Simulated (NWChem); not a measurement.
# BiH3; SMILES [BiH3]

```xyz
4

Bi     0.0000     0.0000     0.0208
H     -1.3364    -0.5953    -1.0046
H      1.1838    -0.8597    -1.0046
H      0.1526     1.4550    -1.0046
```
Atoms are numbered in this order, from 1.

Level: PBE0-D3(BJ)/def2-TZVP with def2 effective core potentials on Bi (NWChem), optimised geometry, unscaled harmonic frequencies. def2 effective core potentials on Bi; no spin-orbit coupling.

| frequency (cm⁻¹) | IR intensity (km/mol) |
|---|---|
| 757 | 43.0 |
| 778 | 12.1 |
| 778 | 12.1 |
| 1834 | 203.8 |
| 1843 | 240.3 |
| 1843 | 240.3 |

```
Property                                                                           Result
-----------------------------------------------------------------------  ----------------
zero-point energy                                                           11.2 kcal/mol
thermal correction to the enthalpy at 298.15 K (with zero-point energy)     13.7 kcal/mol
heat capacity Cv                                                          8.1 cal/(mol K)
entropy at 298.15 K and 1 atm (symmetry number 3)                        57.6 cal/(mol K)
```

Rigid rotor and harmonic oscillator.
